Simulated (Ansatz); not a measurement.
CH7GaGeO, SMILES `C[O][GeH2][GaH2]`. Charge 0, multiplicity 1. All single points use the PBE0-D4/def2-TZVP geometry. It is one conformer, not always the lowest.

```xyz
11

C    -1.571    0.944   -0.191
O    -1.208    0.013    0.794
Ge    0.544   -0.251    1.069
Ga    1.620   -1.205   -0.923
H    -1.235    1.961    0.055
H    -1.171    0.683   -1.182
H    -2.662    0.956   -0.265
H     0.574   -1.177    2.298
H     1.159    1.117    1.468
H     0.841   -1.343   -2.280
H     3.111   -1.698   -0.844
```

Problem. What is the dipole moment at ωB97M-V/def2-TZVPP? (An estimate is asked.)

Solution. The calculation gave: 1.32 D, with components (0.97, 0.31, -0.83) D in this frame, pointing from negative to positive charge.

Problem. And with PBE, r2SCAN, B3LYP? (An estimate is asked.)

Solution. Ansatz gave: PBE 1.11 D, r2SCAN 1.18 D, B3LYP 1.25 D.

Problem. Give the Mulliken charges with ωB97M-V, PBE, r2SCAN in def2-TZVPP. (An estimate is asked.)

Solution. The calculation gave: 
```csv
atom,ωB97M-V,PBE,r2SCAN
C1,-0.17,-0.13,0.02
O2,-0.42,-0.35,-0.42
Ge3,0.10,0.17,0.16
Ga4,0.19,0.16,0.26
H5,0.11,0.09,0.05
H6,0.09,0.07,0.04
H7,0.12,0.10,0.06
H8,0.03,-0.01,-0.01
H9,0.00,-0.03,-0.03
H10,-0.02,-0.03,-0.06
H11,-0.03,-0.04,-0.07
```

B3LYP here is the variant with VWN-RPA as its local correlation; programs differ in this.
